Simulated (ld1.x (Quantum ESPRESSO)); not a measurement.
**Ranking TM potentials for S**

All share these settings but for the change named:

* Element: sulfur
* Generator: ld1.x (Quantum ESPRESSO) 7.5
* Type: norm-conserving Troullier–Martins (Kleinman–Bylander form)
* Functional: LDA (PZ)
* Relativity: scalar-relativistic
* Frozen core: [Ne]
* Valence charge: 6
* Reference configuration: 3s1.75 3p4.25
* Partial waves: 3p (bound): rc 1.50 bohr; 3s (bound): rc 1.50 bohr
* Local potential: the s channel
* Core correction: Bessel-smoothed model core inside 0.80 bohr

Cutoff: the first of the cutoffs (Ry, on a coarse ladder) from which the occupation-weighted sum of valence levels, in a spherical-Bessel basis at the reference potential, stays within 10 and 1 mRy of its value at 400 Ry; the density cutoff is not measured.

The base gives 35 Ry.

Of 9 variants that were run, those that failed, showed a ghost or another fault, or gave nearly equal values are left out.

A variant can come out equal or close to the base.

Question: Rank these variants from softest to hardest (loose cutoff).
A. wave 3s (bound): rc 1.50 bohr becomes 3s (bound): rc 0.96 bohr
B. wave 3s (bound): rc 1.50 bohr becomes 3s (bound): rc 1.80 bohr
C. wave 3s (bound): rc 1.50 bohr becomes 3s (bound): rc 2.26 bohr
D. wave 3s (bound): rc 1.50 bohr becomes 3s (bound): rc 1.58 bohr
E. wave 3s (bound): rc 1.50 bohr becomes 3s (bound): rc 1.26 bohr

Answer: C (15 Ry), B (30 Ry), D (35 Ry), E (40 Ry), A (90 Ry).
